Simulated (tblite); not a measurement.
Run record: tight-binding relaxation, `NCC[SiH2][SeH]`.

Computed with GFN2-xTB geometry optimisation, gas phase (tblite 0.8.0). Start geometry: from a force field or distance geometry. The input is one job of a driver script: a line of settings, then coordinates in Å.

Command:
```bash
OMP_NUM_THREADS=1 python probes_run.py task.json out
```

Input:
```
{"job": {"kind": "relax", "xc": "GFN2-xTB", "basis": "xTB"}, "charge": 0, "multiplicity": 1}
N     -1.707300    -0.725700     0.868500
C     -1.230600    -0.385600    -0.475400
C      0.313000    -0.404400    -0.500600
Si     1.039100     0.975300     0.540200
Se     3.312000     0.899600     0.396900
H     -2.763000    -0.637700     0.853200
H     -1.502300    -1.727000     1.051100
H     -1.606900    -1.125700    -1.196500
H     -1.596000     0.610900    -0.761300
H      0.638900    -0.251700    -1.546100
H      0.685800    -1.382200    -0.151300
H      0.550100     2.266600     0.070500
H      0.637200     0.781900     1.962000
H      3.229300     1.105300    -1.133300
```

Output:
```
step      E/eV     max force
  0    -454.25224    1.485
  1    -454.37045    0.960
  2    -454.42751    0.633
  3    -454.44256    0.365
  4    -454.45191    0.285
  5    -454.45899    0.286
  6    -454.46896    0.270
  7    -454.47454    0.193
  8    -454.47785    0.138
  9    -454.47981    0.116
... (83 lines left out)
 93    -454.53878    0.017
 94    -454.53881    0.014
 95    -454.53886    0.020
 96    -454.53892    0.025
 97    -454.53901    0.028
 98    -454.53909    0.022
 99    -454.53915    0.013
100    -454.53917    0.013
101    -454.53918    0.010
102    -454.53919    0.007
```

«max force» is the largest atomic force in eV/Å.

Question: From which step on does the largest force stay under 0.1 eV/Å, and how much energy is left to gain from there?

Answer: From step 76 (0.061 eV/Å), 5.6 meV above the end.

In short: energy lowered by 6.6 kcal/mol over 102 steps; largest atomic force 0.007 eV/Å at the end.

Question: Give the final coordinates.

Answer: 0.420 Å rms from the input after alignment:
```
atom  x, y, z in Å
N1    -1.5636   -0.3486    0.7871
C2    -1.1819   -0.4817   -0.6107
C3     0.3353   -0.4495   -0.6498
Si4    0.8397    0.8041    0.6894
Se5    3.0625    1.3227    0.2949
H6    -2.5570   -0.1733    0.8913
H7    -1.3448   -1.2015    1.2899
H8    -1.5855   -1.3850   -1.0939
H9    -1.5766    0.3879   -1.1408
H10    0.6940   -0.1852   -1.6435
H11    0.7408   -1.4334   -0.4120
H12    0.1088    2.0618    0.5732
H13    0.8746    0.2661    2.0438
H14    3.1531    0.8150   -1.0410
```

Question: Estimate the wall time. Hardware: Arm Neoverse N1, one thread (shared host).

Answer: About 1.0 s.
Labels such as C1 count atoms from 1, the log's own numbers from 0.
